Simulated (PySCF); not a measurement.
Species: C5H4F2.
Bonds: C1–C2 (double), C2–C3, C3–C4 (double), C4–C5, C5–F6, C5–F7, C2–C4. Hydrogens: H8, H9 on C1; H10 on C3; H11 on C5.

Method: PBE0-D3(BJ)/def2-SVP geometry optimisation, gas phase in PySCF 2.14.0; density fitting, grid level 1; the optimiser is geomeTRIC in internal coordinates, started from a GFN2-xTB structure with every atom displaced at random (about 0.01 Å).

Step 2: E = -10661.1184 eV
```
atom  x, y, z in Å  |  force x, y, z in eV/Å
C1     -2.1836    0.0835    0.0795   -0.213   0.480  -0.160
C2     -0.9345    0.5029   -0.1148    0.328  -1.163   0.375
C3      0.2055    1.3259   -0.4333   -0.791   0.258   0.051
C4      0.4528    0.0899   -0.0404    0.608   0.480  -0.292
C5      1.5886   -0.8342    0.2295   -0.430  -0.143   0.103
F6      2.7439   -0.2401   -0.1055    0.137   0.065  -0.028
F7      1.4595   -1.9611   -0.5005   -0.009   0.003  -0.004
H8     -2.3924   -0.9358    0.4155    0.123   0.070  -0.025
H9     -3.0358    0.7406   -0.1014   -0.021   0.036  -0.009
H10     0.5101    2.3246   -0.7410    0.252  -0.105  -0.017
H11     1.6288   -1.1193    1.2971    0.017   0.016   0.006
```

Step 3: E = -10661.2014 eV
```
atom  x, y, z in Å  |  force x, y, z in eV/Å
C1     -2.2058    0.0957    0.0761    0.245   0.327  -0.127
C2     -0.9239    0.4251   -0.0911    0.080  -0.219   0.078
C3      0.1500    1.3189   -0.4277    0.012  -0.549   0.255
C4      0.4912    0.0919   -0.0459   -0.510   0.771  -0.309
C5      1.6104   -0.8319    0.2276    0.196  -0.146   0.066
F6      2.7795   -0.2469   -0.1048   -0.026   0.006   0.008
F7      1.4825   -1.9597   -0.5011   -0.061   0.015   0.005
H8     -2.4410   -0.9072    0.4087   -0.203  -0.278   0.099
H9     -3.0247    0.7991   -0.1202    0.231  -0.100   0.025
H10     0.4669    2.3089   -0.7329    0.099   0.141  -0.079
H11     1.6577   -1.1170    1.2959   -0.062   0.032  -0.020
```

Task: Estimate the geometry and energy of step 4. (The exact step hangs on the optimiser's Hessian estimate; all steps are aligned on step 3, rigid shifts and turns removed.)

Result: E = -10661.2178 eV, largest force 0.245 eV/Å
```
atom  x, y, z in Å  |  force x, y, z in eV/Å
C1     -2.1934    0.0755    0.0811   -0.020   0.153  -0.052
C2     -0.9116    0.3932   -0.0814   -0.068  -0.148   0.059
C3      0.1353    1.3167   -0.4244    0.110  -0.035   0.069
C4      0.5012    0.1030   -0.0517   -0.134   0.168  -0.117
C5      1.6172   -0.8240    0.2239    0.158  -0.056   0.027
F6      2.7925   -0.2468   -0.1057   -0.088  -0.060   0.018
F7      1.4753   -1.9514   -0.5027    0.007   0.020   0.012
H8     -2.5136   -0.9113    0.4108    0.086  -0.108   0.029
H9     -2.9664    0.8168   -0.1259   -0.021   0.026  -0.007
H10     0.4544    2.3092   -0.7325   -0.023   0.035  -0.035
H11     1.6520   -1.1040    1.2932   -0.008   0.006  -0.002
```

The energy changes by -0.0165 eV. The first-order estimate −F·Δx gives -0.0390 eV and the mean of the old and new forces, exact on a quadratic surface, -0.0166 eV. The step makes an angle of 75° with the force vector and moves no atom by more than 0.073 Å.

The cost below is that of the whole optimisation. Time: 81 s wall; peak memory 0.50 GiB. Hardware: an Arm Neoverse N1 with one thread, shared host with 64 logical CPUs at a one-minute load of 60.
